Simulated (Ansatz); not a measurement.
Consider the formal exchange of groups at a C–Si bond: `C[SiH2]Cl` + `O[CH]([AlH2])[SiH3]` → `C[C](O)([AlH2])[SiH3]` + `[SiH3]Cl`.

Computed with Ansatz on PBE0-D4/def2-TZVP structures; ΔE is electronic, products minus reactants. CCSD(T)/CBS adds triple-zeta CCSD(T) − MP2 to the extrapolated MP2 energy (def2 sets, frozen cores). This one scheme is used for every species. Functionals use def2-TZVPP. B3LYP here is the variant with VWN-RPA as its local correlation; programs differ in this. One conformer a species, not always the lowest.

```csv
level,ΔE (kJ/mol),difference from CCSD(T)/CBS
LDA (SPW92),47.6,-2.5
PBE-D4,50.1,0.0
B3LYP-D4,50.1,0.0
PBE-QIDH,52.2,2.1
BLYP,54.9,4.8
PBE0,54.5,4.4
BHLYP,55.0,4.9
HF/def2-SVP,44.5,-5.6
CCSD/def2-SVP,31.5,-18.6
MP2/def2-TZVPP,48.9,-1.2
CCSD(T)/CBS,50.1,0
```

Largest T1 diagnostic among the species: 0.012.

Leaving LDA and LC-ωPBE aside and taking each functional with its dispersion term where it has one, the values, not all of them listed here, spread over 8.2 kJ/mol, from revPBE-D4 to B97M-V. LDA lies −5.8 kJ/mol from PBE without D4. At CCSD(T), def2-SVP lies −21.0 kJ/mol from the extrapolated value and def2-TZVPP −2.3 kJ/mol. The D4 term adds −5.1 kJ/mol with B3LYP and −2.9 kJ/mol with PBE0; it sums over pairs of atoms, weighted by their polarisabilities, and B3LYP, whose exchange is more repulsive, gets the larger term.
